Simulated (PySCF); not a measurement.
The dipole of `[SiH2]([Si@H]([SiH3])C(C)=C)[SiH2]C(=C)C` from its density and from atomic charges.

Coordinates (PBE0-D3(BJ)/def2-SVP, Å) and charges (e) from the PBE0/pcSseg-1 density (PySCF):

```json
{"atom": "C1", "x": "-3.253", "y": "-0.731", "z": "-1.158", "Mulliken": "-0.0999", "IAO": "-0.2968", "Hirshfeld": "-0.0929", "ESP-fitted": "-0.5197"}
{"atom": "C2", "x": "-2.923", "y": "-0.382", "z": "0.094", "Mulliken": "-0.5837", "IAO": "-0.2368", "Hirshfeld": "-0.0776", "ESP-fitted": "+0.1690"}
{"atom": "C3", "x": "-3.271", "y": "0.959", "z": "0.673", "Mulliken": "-0.1977", "IAO": "-0.4081", "Hirshfeld": "-0.1142", "ESP-fitted": "-0.4981"}
{"atom": "Si4", "x": "-1.924", "y": "-1.569", "z": "1.163", "Mulliken": "+0.3841", "IAO": "+0.4555", "Hirshfeld": "+0.2332", "ESP-fitted": "+0.1556"}
{"atom": "Si5", "x": "0.138", "y": "-0.532", "z": "1.605", "Mulliken": "-0.0083", "IAO": "+0.1114", "Hirshfeld": "+0.1283", "ESP-fitted": "+0.1189"}
{"atom": "Si6", "x": "0.869", "y": "0.400", "z": "-0.423", "Mulliken": "+0.2024", "IAO": "+0.3284", "Hirshfeld": "+0.1703", "ESP-fitted": "+0.0395"}
{"atom": "Si7", "x": "0.971", "y": "-1.363", "z": "-1.972", "Mulliken": "+0.2265", "IAO": "+0.2649", "Hirshfeld": "+0.1983", "ESP-fitted": "+0.1580"}
{"atom": "C8", "x": "2.559", "y": "1.217", "z": "-0.250", "Mulliken": "-0.5615", "IAO": "-0.2213", "Hirshfeld": "-0.0794", "ESP-fitted": "+0.2139"}
{"atom": "C9", "x": "2.693", "y": "2.527", "z": "-0.504", "Mulliken": "-0.1069", "IAO": "-0.3005", "Hirshfeld": "-0.0989", "ESP-fitted": "-0.5512"}
{"atom": "C10", "x": "3.715", "y": "0.359", "z": "0.179", "Mulliken": "-0.2007", "IAO": "-0.4084", "Hirshfeld": "-0.1151", "ESP-fitted": "-0.4838"}
{"atom": "H11", "x": "-3.799", "y": "-0.044", "z": "-1.817", "Mulliken": "+0.1124", "IAO": "+0.1391", "Hirshfeld": "+0.0442", "ESP-fitted": "+0.2001"}
{"atom": "H12", "x": "-2.993", "y": "-1.708", "z": "-1.578", "Mulliken": "+0.1290", "IAO": "+0.1445", "Hirshfeld": "+0.0423", "ESP-fitted": "+0.1919"}
{"atom": "H13", "x": "-2.364", "y": "1.512", "z": "0.972", "Mulliken": "+0.1415", "IAO": "+0.1432", "Hirshfeld": "+0.0412", "ESP-fitted": "+0.1416"}
{"atom": "H14", "x": "-3.826", "y": "1.582", "z": "-0.045", "Mulliken": "+0.1191", "IAO": "+0.1424", "Hirshfeld": "+0.0452", "ESP-fitted": "+0.1493"}
{"atom": "H15", "x": "-3.885", "y": "0.854", "z": "1.583", "Mulliken": "+0.1357", "IAO": "+0.1488", "Hirshfeld": "+0.0460", "ESP-fitted": "+0.1504"}
{"atom": "H16", "x": "-1.688", "y": "-2.842", "z": "0.414", "Mulliken": "-0.0504", "IAO": "-0.0994", "Hirshfeld": "-0.0723", "ESP-fitted": "-0.0622"}
{"atom": "H17", "x": "-2.645", "y": "-1.881", "z": "2.439", "Mulliken": "-0.0408", "IAO": "-0.0999", "Hirshfeld": "-0.0767", "ESP-fitted": "-0.0633"}
{"atom": "H18", "x": "1.143", "y": "-1.528", "z": "2.098", "Mulliken": "-0.0204", "IAO": "-0.0794", "Hirshfeld": "-0.0730", "ESP-fitted": "-0.0581"}
{"atom": "H19", "x": "-0.012", "y": "0.530", "z": "2.653", "Mulliken": "-0.0151", "IAO": "-0.0792", "Hirshfeld": "-0.0747", "ESP-fitted": "-0.0678"}
{"atom": "H20", "x": "-0.135", "y": "1.412", "z": "-0.884", "Mulliken": "-0.0157", "IAO": "-0.0875", "Hirshfeld": "-0.0718", "ESP-fitted": "-0.0307"}
{"atom": "H21", "x": "1.835", "y": "-2.459", "z": "-1.427", "Mulliken": "-0.0615", "IAO": "-0.0972", "Hirshfeld": "-0.0757", "ESP-fitted": "-0.0674"}
{"atom": "H22", "x": "-0.390", "y": "-1.927", "z": "-2.226", "Mulliken": "-0.0679", "IAO": "-0.0927", "Hirshfeld": "-0.0712", "ESP-fitted": "-0.0536"}
{"atom": "H23", "x": "1.556", "y": "-0.908", "z": "-3.272", "Mulliken": "-0.0491", "IAO": "-0.0891", "Hirshfeld": "-0.0736", "ESP-fitted": "-0.0588"}
{"atom": "H24", "x": "1.848", "y": "3.149", "z": "-0.815", "Mulliken": "+0.1185", "IAO": "+0.1438", "Hirshfeld": "+0.0428", "ESP-fitted": "+0.1916"}
{"atom": "H25", "x": "3.663", "y": "3.030", "z": "-0.408", "Mulliken": "+0.1123", "IAO": "+0.1390", "Hirshfeld": "+0.0433", "ESP-fitted": "+0.2063"}
{"atom": "H26", "x": "4.648", "y": "0.938", "z": "0.252", "Mulliken": "+0.1197", "IAO": "+0.1426", "Hirshfeld": "+0.0453", "ESP-fitted": "+0.1452"}
{"atom": "H27", "x": "3.883", "y": "-0.470", "z": "-0.529", "Mulliken": "+0.1389", "IAO": "+0.1455", "Hirshfeld": "+0.0436", "ESP-fitted": "+0.1450"}
{"atom": "H28", "x": "3.523", "y": "-0.108", "z": "1.160", "Mulliken": "+0.1395", "IAO": "+0.1473", "Hirshfeld": "+0.0431", "ESP-fitted": "+0.1385"}
```

Q: Compute μ = Σ q r for each scheme (1 e·Å = 4.803 D) and compare with the dipole of the full density.

A: The full density gives (0.11, 0.87, -0.02) D, 0.88 D in size; dipole vectors point from the negative to the positive end.

```json
{"scheme": "Mulliken", "μx": "-0.20", "μy": "-0.76", "μz": "0.54", "size (D)": "0.96", "share of the full size (%)": "109", "angle to the full dipole (°)": "146"}
{"scheme": "IAO", "μx": "-0.22", "μy": "-0.47", "μz": "0.59", "size (D)": "0.79", "share of the full size (%)": "90", "angle to the full dipole (°)": "130"}
{"scheme": "Hirshfeld", "μx": "-0.16", "μy": "0.27", "μz": "0.19", "size (D)": "0.37", "share of the full size (%)": "42", "angle to the full dipole (°)": "48"}
{"scheme": "ESP-fitted", "μx": "0.12", "μy": "0.85", "μz": "0.00", "size (D)": "0.85", "share of the full size (%)": "97", "angle to the full dipole (°)": "1"}
```

Q: Which set comes closest?

A: Length of the difference vector: ESP-fitted 0.03 D, Hirshfeld 0.69 D, IAO 1.51 D, Mulliken 1.76 D. Closest: ESP-fitted. The schemes that divide the density aren't constrained to reproduce the dipole.

Q: What is left for the Hirshfeld atoms' own dipoles?

A: The shares of the density sum to the whole, so what Σ q r misses lies in dipoles about the nuclei. The atomic dipoles sum to (0.11, 0.87, -0.02) − (-0.16, 0.27, 0.19) = (0.27, 0.60, -0.21) D, 0.69 D in size.

Q: With the origin at the mean of the coordinates, (-0.002, 0.001, -0.072) Å, which are the largest single terms, by size, of the Hirshfeld dipole along the direction of the full one?

A: Si4 -2.04, C9 -1.35, Si7 -1.13, H16 +1.06, H17 +0.83 D; all 28 atoms together +0.25 D. The single terms depend on the origin, their sum doesn't.

Q: Give the size of the full dipole in other units.

A: 0.88 D = 0.346 au = 0.183 e·Å = 2.93 × 10⁻³⁰ C·m.

The structure is a single PBE0-D3(BJ)/def2-SVP conformer in the gas phase; no vibrational or solvent corrections.

These values come from a run that also computed NMR shieldings. Hardware: Arm Neoverse V2, one thread, no GPU, on a shared host. Cost: 1.7 min (with the writing of density and orbital grids), 1.5 GiB resident at most.

Conformer computed: `[CH2:1]=[C:2]([CH3:3])[SiH2:4][SiH2:5][Si@H:6]([SiH3:7])[C:8](=[CH2:9])[CH3:10]`: C1–C2–Si4–Si5 116°, C2–Si4–Si5–Si6 -44°, Si4–Si5–Si6–Si7 -57°, Si5–Si6–C8–C9 -120°.
